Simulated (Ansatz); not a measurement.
System: C₄H₁₁Ge, charge -1, multiplicity 1. It need not be the lowest isomer of its formula. Whether it binds its extra electron was not tested at this geometry. 
Coordinates optimised at B3LYP-D3(BJ)/def2-TZVP (Ansatz, a first-principles code):
SMILES: C[C](C)(C)[GeH2-]
```xyz
16

Ge     0.6234     1.0802     0.1898
C     -0.3929    -0.7428    -0.1121
C     -0.6299    -1.3870     1.2518
C      0.5027    -1.6539    -0.9485
C     -1.7311    -0.5668    -0.8223
H      0.3697     1.5937    -1.3320
H     -0.6994     1.8457     0.7451
H     -1.1129    -2.3756     1.1565
H      0.3101    -1.5274     1.7938
H     -1.2768    -0.7623     1.8746
H      1.4757    -1.8021    -0.4707
H      0.6856    -1.2247    -1.9379
H      0.0465    -2.6488    -1.0960
H     -1.5962    -0.1068    -1.8036
H     -2.3967     0.0818    -0.2486
H     -2.2463    -1.5365    -0.9698
```
Charge -1, spin multiplicity 1.

Basis-set convergence of Hartree-Fock and CCSD correlation energies (hartree) with Ansatz. Valence correlation only, unless marked. Spin-orbit coupling is left out. Frozen are the shells of the preceding noble gas and the d and f shells that filled before the atom's block. No relativistic terms.

```json
[
 {"basis": "aug-cc-pVDZ", "functions": "227", "E(HF)": "-2233.19909", "E(corr, CCSD)": "-0.81154"},
 {"basis": "aug-cc-pVTZ", "functions": "496", "E(HF)": "___", "E(corr, CCSD)": "___"}
]
```

Q: What belongs in the gaps?

A: 
- aug-cc-pVTZ, E(HF): -2233.30956
- aug-cc-pVTZ, E(corr, CCSD): -0.93366
